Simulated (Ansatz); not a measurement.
NaAl, closed-shell singlet (lowest of 2S+1 = 1, 3 at CCSD(T)/def2-TZVPP on PBE0 minima; our sources give no spin for the ground state, which may be another), most abundant isotopes (22.9898 and 26.9815 u). Constants from fifth-degree fits in 1/R to seven points on the lowest solution found; no spin–orbit coupling, no relativity up to Kr; ω_e x_e and α_e move by some per cent with the fit.

Correlated levels freeze the inner cores; with def2 sets outer-core shells near the valence are correlated too.

Run with Ansatz (a first-principles code) with Gaussian orbitals. Values without a source in brackets are computed.

| level | r_e (Å) | ω_e (cm⁻¹) | ω_e x_e (cm⁻¹) | α_e (cm⁻¹) |
|---|---|---|---|---|
| PBE/def2-TZVPP | 3.1628 | 182.6 | 0.814 | 0.000946 |
| CCSD(T)/def2-QZVPP | 3.1226 | 188.9 | 0.777 | 0.000946 |

D_e from total energies of the atoms and the molecule: 0.83 eV at PBE/def2-TZVPP; 0.83 eV at CCSD(T)/def2-QZVPP.

### Question
Derive the rotational constants, the centrifugal constant, the fundamental, the zero-point energy and the force constant, and test the Morse rule for the well depth.

### Answer

μ = 12.41311 u.
- PBE/def2-TZVPP: B_e = 16.8576/(μ r_e²) = 0.13576 cm⁻¹; B₀ = B_e − α_e/2 = 0.13529 cm⁻¹; D = 4B_e³/ω_e² = 3.00e-07 cm⁻¹; fundamental ω_e − 2ω_e x_e = 181 cm⁻¹; zero-point energy ω_e/2 − ω_e x_e/4 = 91 cm⁻¹; k = μ(2πcω_e)² = 24.4 N/m; the line J = 1 ← 0 at 2B₀ = 8.112 GHz; a Morse well would hold ω_e²/(4ω_e x_e) = 1.27 eV against the computed D_e of 0.83 eV
- CCSD(T)/def2-QZVPP: B_e = 16.8576/(μ r_e²) = 0.13928 cm⁻¹; B₀ = B_e − α_e/2 = 0.13881 cm⁻¹; D = 4B_e³/ω_e² = 3.03e-07 cm⁻¹; fundamental ω_e − 2ω_e x_e = 187 cm⁻¹; zero-point energy ω_e/2 − ω_e x_e/4 = 94 cm⁻¹; k = μ(2πcω_e)² = 26.1 N/m; the line J = 1 ← 0 at 2B₀ = 8.323 GHz; a Morse well would hold ω_e²/(4ω_e x_e) = 1.42 eV against the computed D_e of 0.83 eV

Doubts at one or more of the structures used: a restricted determinant that unrestricted orbitals would lower (CCSD(T)/def2-QZVPP).
